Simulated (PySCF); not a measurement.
WO2Br, doublet: structure and spectrum

Method: UPBE0 in PySCF with W def2-TZVP with ECP60, O def2-TZVP, Br def2-TZVP; scalar-relativistic core potentials, no spin–orbit coupling; density-fitted integrals.

The structure is a saddle point with 1 imaginary mode.

```xyz
4
charge 0 multiplicity 2, angstrom
W     0.0000    0.0000   -0.5460
O     1.4086    0.0000   -1.4999
O    -1.4086    0.0000   -1.4999
Br    0.0000    0.0000    1.8824
```

- Point group: C2v
- Bond lengths: W–Br 2.428 Å, W–O 1.701 Å (×2)
- Bond angles: Br–W–O 124.1° (×2), O–W–O 111.8°
- Rotational constants: 0.2656, 0.04148, 0.03587 cm⁻¹
- Atomisation energy without zero-point energy: 1742 kJ/mol
- Spin squared ⟨S²⟩: 0.763
- Zero-point energy (real modes): 16.7 kJ/mol
- Principal polarisabilities: 47.9, 56.9, 78.3 bohr³
- Principal quadrupole moments (Buckingham, traceless) about the centre of mass: -4.39, -3.67, 8.05 D Å
- Lowest empty level (β): -4.02 eV
- Highest occupied level (α): -8.10 eV
- Dipole moment: 2.13 D

Harmonic modes (masses in u: W 183.951, O 15.995, Br 78.918):
```tsv
symmetry	ω (cm⁻¹)	IR (km/mol)	μ (u)	type
b1	60i	–	21.49	bend
b2	133	3.6	21.15	bend
a1	245	11.9	38.52	mixed
a1	361	11.3	22.59	bend
b2	1001	189	17.82	stretch
a1	1054	102	16.85	stretch
```

In C2v the vibrations span b1 + 2b2 + 3a1. Here b1 is antisymmetric to the molecular plane and b2 lies in it.

Charges (e):
```json
{"atom": "W1", "Mulliken": "1.23", "Löwdin": "0.49", "polar tensor": "1.77", "spin (Mulliken)": "1.17", "Mayer order to W1": "–"}
{"atom": "O2,3", "Mulliken": "-0.46", "Löwdin": "-0.28", "polar tensor": "-0.67", "spin (Mulliken)": "-0.06", "Mayer order to W1": "2.11"}
{"atom": "Br4", "Mulliken": "-0.32", "Löwdin": "0.07", "polar tensor": "-0.43", "spin (Mulliken)": "-0.04", "Mayer order to W1": "1.08"}
```

Mulliken populations on W1 (electrons outside its core potential): s 2.60, p 6.32, d 3.73, f 0.13.

Outer orbital energies (eV). α occupied: -11.94, -11.65, -11.08, -10.11, -9.76, -9.62, -9.45, -8.10; empty: -3.81, -2.30, -0.61, -0.60. β occupied: -12.24, -11.81, -11.62, -11.07, -9.96, -9.83, -9.64, -9.51; empty: -4.02, -3.32, -1.89, -0.43.

Only a few start shapes were tried, so a lower isomer may exist. Open d and f shells are described by one determinant, and the ground state may have another occupation or spin. At this level a doublet minimum of Cs symmetry lies 2 kJ/mol below this structure. Spin–orbit coupling, left out here, can matter for elements this heavy.

The final relaxation and frequency run took 2.5 min on 4 threads of a shared Arm Neoverse N1 host, with 150 basis functions and 14 gradients; the process peaked at 1.6 GiB. Launch command: `OMP_NUM_THREADS=4 python axn.py task.json out`.
